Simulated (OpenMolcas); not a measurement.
## Br3+: effect of the active space

```yaml
Program: OpenMolcas 26.06
Method: MS-CASPT2 or its RAS form, IPEA 0.25 Eh, imaginary shift 0.1 Eh
Basis: ANO-R2
Scalar_Hamiltonian: X2C, finite nucleus
Spin-orbit_coupling: RASSI with atomic mean-field integrals over the reference wave functions, term energies averaged over their components
```

A. 4 electrons in 4 orbitals (4s 4p); 2S+1 = 3 even, 6 roots; 2S+1 = 1 even, 12 roots; 2S+1 = 5 odd, 1 root; 2S+1 = 3 odd, 9 roots; 2S+1 = 1 odd, 8 roots; closed shells correlated: 3d; CASPT2 step roughly 4 core-seconds
B. 4 electrons in 8 orbitals (4s 4p 5s 5p); 2S+1 = 3 even, 3 roots; 2S+1 = 1 even, 12 roots; 2S+1 = 5 odd, 1 root; 2S+1 = 3 odd, 9 roots; 2S+1 = 1 odd, 8 roots; closed shells correlated: 3d; CASPT2 step of the order of 10 core-seconds
C. 4 electrons in 9 orbitals (RAS2 4s 4p; RAS3 4d, at most 2 electrons); 2S+1 = 3 even, 6 roots; 2S+1 = 1 even, 12 roots; 2S+1 = 5 odd, 1 root; 2S+1 = 3 odd, 9 roots; 2S+1 = 1 odd, 8 roots; closed shells correlated: 3d; CASPT2 step of the order of 20 core-seconds

Energies in cm⁻¹ above 4s² 4p² ³P₀.

```json
{"Level": "4s² 4p² ³P₀", "A": "0.0", "B": "0.0", "C": "0.0"}
{"Level": "4s² 4p² ³P₁", "A": "2330", "B": "2260", "C": "2280"}
{"Level": "4s² 4p² ³P₂", "A": "5080", "B": "4980", "C": "5030"}
{"Level": "4s² 4p² ¹D₂", "A": "15530", "B": "15910", "C": "15940"}
{"Level": "4s² 4p² ¹S₀", "A": "33040", "B": "33560", "C": "33740"}
{"Level": "4s 4p³ ⁵S°₂", "A": "79400", "B": "79730", "C": "80380"}
{"Level": "4s 4p³ ³D°₂", "A": "107620", "B": "107500", "C": "110000"}
{"Level": "4s 4p³ ³D°₁", "A": "107650", "B": "107370", "C": "109940"}
{"Level": "4s 4p³ ³D°₃", "A": "108050", "B": "108170", "C": "110600"}
{"Level": "4s 4p³ ³P°₀", "A": "126620", "B": "126410", "C": "126490"}
{"Level": "4s 4p³ ³P°₁", "A": "126760", "B": "126670", "C": "126610"}
{"Level": "4s 4p³ ³P°₂", "A": "127050", "B": "127150", "C": "126700"}
{"Level": "4s 4p³ ¹D°₂", "A": "149830", "B": "148610", "C": "138750"}
```

Among A to C the level of the table that moves most is 4s 4p³ ¹D°₂, by 11000 cm-1 (lowest in C, highest in A). Moves below CASPT2's spread within the term are not significant.

CASPT2 breaks the degeneracy within a term, and the mean is taken; among the terms shown or strongly mixed into the levels shown the widest spread is 1800 cm-1 (4s 4p³ ¹D°, A). Over all roots computed the reference weight is 0.85 to 0.97 in A, 0.84 to 0.97 in B; the roots of lowest weight are the least certain, and an intruder state may touch them. Terms of s pⁿ other than that of highest spin mix with s² pⁿ⁻² d, which this space lacks; all of them can be thousands of cm-1 off, and some have no real level of that name (holds for A; B). Active for correlation alone: 5p 5s; no level in the range computed is led by a configuration that fills them, so any true level of that kind is missing (holds for B). Configurations are named by rounded mean occupations; where the s occupation lies near a half they are strongly mixed, a name can repeat and a true partner stay unpaired (holds for C). Some terms take much of their weight from 4d, a shell meant for correlation, so their names are nominal (holds for C). Some terms mix strongly with configurations of 4d, whose occupation reaches 0.50 (4s 4p³ ¹D°) (holds for C). Only configurations of the active space appear. The table leaves out levels that lie high or whose names do not pair safely across all columns.

° marks odd parity.
